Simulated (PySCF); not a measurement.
## Ge⁺ (germanium, charge +1) across methods

[Ar] 3d10 4s1 4p1 5s1, high-spin 4P determinant (an excited configuration). All numbers are calculated (PySCF 2.14, scalar relativity through the core potential, in aug-cc-pVTZ-PP with one added diffuse shell each of s, d, f type with ECP10MDF (7s5p5d3f, 68 functions)).

| method | E (hartree) | mean ε 4s α (eV) | mean ε 4p α (eV) | mean ε 5s α (eV) | Σ⟨r²⟩ (bohr²) | ⟨S²⟩ |
| --- | --- | --- | --- | --- | --- | --- |
| BHandHLYP | -293.5377 | -27.991 | -18.092 | -7.402 | 49.96 | 3.750 |
| UHF | -292.58209 | -30.493 | -20.411 | -8.117 | 51.52 | 3.751 |
| MN15 | -294.0655 | -26.826 | -17.382 | -7.281 | 50.79 | 3.751 |
| PBE | -293.6793 | -25.110 | -15.802 | -6.835 | 48.68 | 3.751 |
| wB97X-V | -293.6436 | -29.069 | -19.296 | -8.338 | 49.96 | 3.751 |
| PBE0 | -293.6497 | -26.594 | -17.055 | -7.240 | 49.14 | 3.751 |
| r2SCANh | -293.5611 | -26.221 | -16.770 | -6.966 | 49.21 | 3.751 |
| LDA | -293.1917 | -25.477 | -15.859 | -6.897 | 48.40 | 3.751 |
| r2SCAN | -293.5623 | -25.675 | -16.327 | -6.807 | 49.10 | 3.752 |

Energies and moments cover only the electrons outside the core potential. The outer electron is Rydberg-like, and this basis confines it to a smaller radius and binds it less than a complete one would.
